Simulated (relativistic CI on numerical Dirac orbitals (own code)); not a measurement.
Transition arrays of Mo XV

These numbers are calculated, not measured: Dirac-Coulomb-Breit CI, KLI orbitals optimised for each configuration, model QED, valence Slater integrals scaled by 0.9, whole transition arrays (own radial code, finite nucleus).

CI space (outside the closed core [Ar]): 3d¹⁰, 3d⁹4f, 3d⁹4p, 3d⁹5f. Levels of other configurations are missing.

All E1 lines from the levels of 3d¹⁰; mean and standard deviation are weighted by gf, and upper levels are sorted by their leading configuration.

```csv
Upper configuration,Lines,Σgf,Mean (eV),Mean (nm),σ (eV),Strongest line (nm)
3d⁹4f,3,3.9,349.98,3.543,1.62,3.539
3d⁹4p,3,0.6,245.64,5.047,0.96,5.056
3d⁹5f,3,2.4,420.02,2.952,1.62,2.948
```

Σgf per state of the lower configuration in bins of 0.05 nm over the central range (centre: value): 2.925: 2.22, 2.975: 0.21, 3.525: 3.71, 3.625: 0.19, 5.025: 0.10, 5.075: 0.45.

Task: How do configuration mixing and the scaling of the Slater integrals move the arrays?

Result: Slater scale 0.9, no configuration mixing: 3d⁹4f 350.7 ± 1.6 eV (Σgf 4.5), 3d⁹4p 245.7 ± 1.0 eV (Σgf 0.5), 3d⁹5f 419.3 ± 1.6 eV (Σgf 1.8); Slater scale 1: 3d⁹4f 350.8 ± 1.6 eV (Σgf 3.9), 3d⁹4p 245.8 ± 1.0 eV (Σgf 0.6), 3d⁹5f 420.5 ± 1.6 eV (Σgf 2.4); Slater scale 0.8: 3d⁹4f 349.2 ± 1.6 eV (Σgf 3.9), 3d⁹4p 245.5 ± 1.0 eV (Σgf 0.5), 3d⁹5f 419.5 ± 1.6 eV (Σgf 2.4). With mixing, levels are counted to their leading configuration, so an array can shrink or vanish into another, and the sums then hold other lines.
